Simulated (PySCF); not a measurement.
## Computed properties of SnFI, SMILES [F][Sn][I]

SnFI, SMILES [F][Sn][I] (connectivity only; charge and spin as stated), neutral, multiplicity 1. Geometry: B3LYP-D3(BJ)/def2-TZVP. The def2 effective core potentials stand for the cores of I, Sn; spin–orbit coupling is left out. The values are those of a single conformer. All values are computed for the isolated molecule unless a solvent is named; none is compared with measurement here.

**Structure.** The optimised structure has Cs symmetry. All 3 harmonic modes at B3LYP-D3(BJ)/def2-TZVP (PySCF) are real, so it is a minimum. With heavy atoms numbered as in [Sn:1]([F:2])[I:3], the shortest bond between them is Sn1–F2 at 1.955 Å and the longest Sn1–I3 at 2.754 Å.

**Vibrations.** The strongest infrared lines (harmonic, unscaled, degenerate partners summed) lie at 571 cm⁻¹ (103 km/mol, F 86 %, Sn 14 %), 193 cm⁻¹ (37 km/mol, Sn 55 %, I 41 %), 121 cm⁻¹ (2 km/mol, F 76 %, I 17 %). The softest mode is at 121 cm⁻¹ and the zero-point energy is 1.3 kcal/mol.

**Electronic structure.** B3LYP/def2-TZVPD (PySCF) places the frontier levels at -7.37 and -3.39 eV, a gap of 3.98 eV, and gives a dipole moment of 3.31 D and a mean polarisability of 81.2 bohr³.

**Excitations.** TDDFT-B3LYP/def2-SVPD (PySCF) has S1 at 3.03 eV (410 nm, f = 0.001, dark); the most intense of the 10 singlets computed lies at 5.75 eV (f = 0.04). T1 (TDA) is at 2.68 eV.
